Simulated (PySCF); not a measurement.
Coordinates in bohr (charge 0 multiplicity 2):
```
W     0.0077    0.0195   -0.1409
O     3.1834    0.0811    0.4090
O    -1.3479    2.8993    0.3600
O    -1.7287   -2.9733    0.6724
H    -3.3504   -3.2883    1.4163
```

All numbers come from UPBE0/[W def2-TZVP with ECP60, O def2-TZVP, H def2-TZVP], scalar-relativistic core potentials, density fitting, no spin–orbit coupling, PySCF.

This geometry of WO2(OH) is a stationary point at this level.

**Question.** What is the point group?

**Answer.** C1.

**Question.** Is it a minimum?

**Answer.** Yes: all harmonic wavenumbers are real.

**Question.** Which band is strongest in the infrared?

**Answer.** 3919 cm⁻¹ (a), 243 km/mol.

**Question.** Give the atomic charges and bond orders.

**Answer.** 
```json
{"atom": "W1", "Mulliken": "1.28", "Löwdin": "0.76", "polar tensor": "1.85", "spin (Mulliken)": "1.13", "Mayer order to W1": "–"}
{"atom": "O2", "Mulliken": "-0.49", "Löwdin": "-0.31", "polar tensor": "-0.71", "spin (Mulliken)": "-0.06", "Mayer order to W1": "2.08"}
{"atom": "O3", "Mulliken": "-0.49", "Löwdin": "-0.31", "polar tensor": "-0.70", "spin (Mulliken)": "-0.05", "Mayer order to W1": "2.09"}
{"atom": "O4", "Mulliken": "-0.66", "Löwdin": "-0.31", "polar tensor": "-0.81", "spin (Mulliken)": "-0.02", "Mayer order to W1": "1.06"}
{"atom": "H5", "Mulliken": "0.36", "Löwdin": "0.18", "polar tensor": "0.36", "spin (Mulliken)": "0.00", "Mayer order to W1": "0.02"}
```
Other Mayer orders above 0.3: O–H 0.86.

**Question.** Give the ideal-gas entropy at 298.15 K and 1 bar by parts.

**Answer.** translation 176.8, rotation 105.7, vibration 35.8, spin 5.8; total 324.1 J/(mol K).

Other isomers or separated fragments may lie lower. With open d or f shells other occupations or spin states may lie lower. No spin–orbit coupling is included, which matters more the heavier the element.
